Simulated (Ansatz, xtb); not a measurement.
# CH5FNSi+: where a starting geometry ends

The starting geometry of this gas-phase singlet was built from a drawn formula by distance geometry and a force field; its bonds are those of `N[C@H](F)[SiH2+]`.

```xyz
9

C    -0.4015    1.1309    1.2538
F     0.6182    1.8010    1.8184
N    -0.8472    0.1825    2.2200
Si   -1.7340    2.3369    0.7976
H    -1.4361   -0.5660    1.7143
H    -0.0474   -0.3267    2.5481
H     0.0196    0.6534    0.3568
H    -2.3488    3.0339    2.0057
H    -2.7620    1.7006   -0.0366
```

Question: Where would you expect an optimisation with r2SCAN-D4/def2-SVP to take it?

Answer: It rearranges to `F[C@H]1[NH2+][SiH2]1`. Contacts that close: N3–Si4 (2.73 → 1.89 Å).

The energy falls by 2.42 eV over 14 steps:

```
step  E − E(last) (eV)
   1             2.425
   2             1.549
   4             0.782
   5             0.346
   7             0.037
   8             0.031
  10             0.004
  11             0.001
  13             0.000
  14             0.000
```

Final geometry (Å):

```xyz
9

C    -0.1228    1.2025    1.0209
F     0.8695    1.6946    1.7608
N    -1.0635    0.3440    1.8659
Si   -1.8481    1.9075    1.1450
H    -1.2415   -0.6144    1.5427
H    -0.8150    0.3407    2.8646
H     0.2276    0.6592    0.1306
H    -2.1163    2.8469    2.2472
H    -2.8291    1.5655    0.1003
```

From the same start GFN2-xTB reaches the same bonding as this run.

The end wasn't checked by frequencies. Run with Ansatz 0.2.0, 41 s on 2 threads of AMD EPYC 7R43 64-Core Processor (Zen 3), with other jobs on the host.
